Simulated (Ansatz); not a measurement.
`[Cl][Ga]([Cl])[Cl]` + NH₃ → `[NH2][Ga]([Cl])[Cl]` + HCl at 500 K and 1 bar (ligand exchange at a Ga–Cl bond).

Program: Ansatz. Geometries: PBE0-D4/def2-TZVP. ΔE: electronic, gas phase. CCSD(T)/CBS adds triple-zeta CCSD(T) − MP2 to the extrapolated MP2 energy (def2 sets, frozen cores). This one scheme is used for every species. For Ga outer-core shells are correlated without core-valence functions, which leaves a few kJ/mol of doubt a bond. Scalar relativity is left out up to krypton. One conformer a species, not always the lowest.

```json
{"species": "`[Cl][Ga]([Cl])[Cl]`", "CCSD(T)/CBS energy (Eh)": "-3303.43734", "H − E (kJ/mol)": "43.4", "S (J/(mol·K))": "365.9"}
{"species": "NH₃", "CCSD(T)/CBS energy (Eh)": "-56.50880", "H − E (kJ/mol)": "108.2", "S (J/(mol·K))": "211.8"}
{"species": "`[NH2][Ga]([Cl])[Cl]`", "CCSD(T)/CBS energy (Eh)": "-2899.54184", "H − E (kJ/mol)": "112.3", "S (J/(mol·K))": "399.1"}
{"species": "HCl", "CCSD(T)/CBS energy (Eh)": "-460.38127", "H − E (kJ/mol)": "32.5", "S (J/(mol·K))": "201.9"}
```

H − E and S are ideal-gas, rigid-rotor, harmonic terms from PBE0-D4/def2-TZVP, for one conformer and one mirror image of each species. 1 Eh = 2625.50 kJ/mol, R = 8.31446 J/(mol·K).

Problem. By hand: ΔE, ΔH, ΔS and ΔG.

Solution. ΔE = (-2899.54184) + (-460.38127) − (-3303.43734) − (-56.50880) = 0.02303 Eh = 60.5 kJ/mol. Δ(H − E) = 112.3 + 32.5 − 43.4 − 108.2 = -6.8, so ΔH = 53.7 kJ/mol. ΔS = 399.1 + 201.9 − 365.9 − 211.8 = 23.3 J/(mol·K). ΔG = 53.7 − 500 × (23.3)/1000 = 42.1 kJ/mol.

Problem. By hand: the equilibrium constant, and the temperature at which ΔG would vanish if ΔH and ΔS stayed fixed.

Solution. log₁₀ K = −ΔG/(RT ln 10) = -4.4. ΔG = 0 at ΔH/ΔS = 2305 K.

ΔH outweighs TΔS. A doubt of 5 kJ/mol in ΔE shifts log₁₀ K by 0.5 here. Other conformers and mirror images would add mixing entropy, several J/(mol·K) or more a flexible species. Modes under 60 cm⁻¹, often nearly free rotors, make the harmonic entropy too high. These are equilibria of isolated gas molecules and say nothing of rates. Largest T1 diagnostic: 0.011 (customary marks: 0.02 for closed shells, 0.045 for open ones).
